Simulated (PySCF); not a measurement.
## Correlation energy of Sn²⁺ (tin, charge +2)

[Kr] 4d10 5s1 5d1, high-spin 3D determinant (an excited configuration). Calculation: PySCF 2.14, in aug-cc-pwCVTZ-DK3; the spin-free X2C one-electron Hamiltonian (Gaussian nucleus). Frozen: [Kr] 4d10; 2 electrons correlated.

With two correlated electrons CCSD is exact within the correlated space (frozen core and kept virtual orbitals).

```tsv
level	correlation energy (mhartree)
CCSD	-8.51
```

Diagnostics: T1 = 0.0053, D1 = 0.0103, largest double amplitude 0.047.

The outer electron is Rydberg-like, and this basis confines it to a smaller radius and binds it less than a complete one would.

Cost of the coupled-cluster step: about 28 core-seconds, for 2 correlated electrons.
